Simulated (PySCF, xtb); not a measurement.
WOSFCl, SMILES [O]=[W]([F])(=[S])[Cl], multiplicity 1.

Harmonic wavenumbers (cm⁻¹) from GFN2-xTB in xtb 6.7.1 at its own minimum, in rising order: 108, 131, 154, 183, 203, 351, 434, 518, 882.

Task: What does PBE-D3(BJ)/def2-SVP (PySCF) give at its own minimum? (The exact figures need the calculation; the answer reports its results.)

Result: 133, 149, 184, 231, 274, 409, 539, 689, 990. Paired by order, the mean absolute difference is 70 cm⁻¹ and the zero-point energies are 4.2 and 5.1 kcal/mol.
